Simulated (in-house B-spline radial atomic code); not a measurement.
**RPA and G0W0 on PBEsol: As⁵⁺**

Configuration [Ar] 3d10, mean-field start PBEsol. Computed with an all-electron radial atomic-structure program (B-spline basis): all electrons, scalar-relativistic (spin-free one-electron X2C), finite nucleus, each spin shell either full or empty, empty states to l = 9 with an (l + 1/2)⁻⁴ tail; G0W0 by contour deformation at full frequency.

Command:
```bash
python run_gw.py task.json out
```
Settings (radii: box in bohr, nucleus in fm):
```
Z                        33
electrons                28
configuration            [Ar] 3d10
hamiltonian              x2c
method                   pbesol
lmax                     9
rms_radius               4.0968
spin_polarised           False
box_radius               10.43
intervals                67
```

Time taken, with all properties: 1.7 s on 1 thread of Arm Neoverse V2, with other jobs on the host.

Energies (hartree):

```json
{"term": "mean-field total", "value": "-2252.59493"}
{"term": "Hartree-Fock functional on these orbitals", "value": "-2253.02129"}
{"term": "direct second order", "value": "-2.4759"}
{"term": "second-order exchange", "value": "0.71734"}
{"term": "SOSEX correction", "value": "0.66124"}
```

(1) What is the RPA correlation energy, and what remains with SOSEX?

Quasi-particle levels (eV):

```tsv
level	occupied	mean field	Σx - vxc	Σc	QP weight	G0W0
3d	yes	-107.17	-17.08	?	?	?
4s	no	-69.65	8.19	-1.49	0.989	-62.95
```

G0W0 = mean field + (Σx - vxc) + Σc, with Σc (partial-wave tail included) taken at the quasi-particle energy. Only the outer levels were computed. Levels of low weight are left out.

(2) Where does G0W0 put 3d?

Answers

(1) RPA gives -2.1471 hartree (-2.09 eV per electron); RPA + SOSEX gives -1.4859, and the second-order doubles -1.7585 hartree (no singles). RPA lacks exchange-type terms and so overcorrelates at short range.

(2) At -121.71 eV, with Σc = 2.54 eV and a quasi-particle weight of 0.949. The tabulated removal energy is 121.19 ± 0.06 eV (NIST, measured); the calculation leaves out spin-orbit coupling, Breit and QED terms, and what these don't explain is the method's own error.
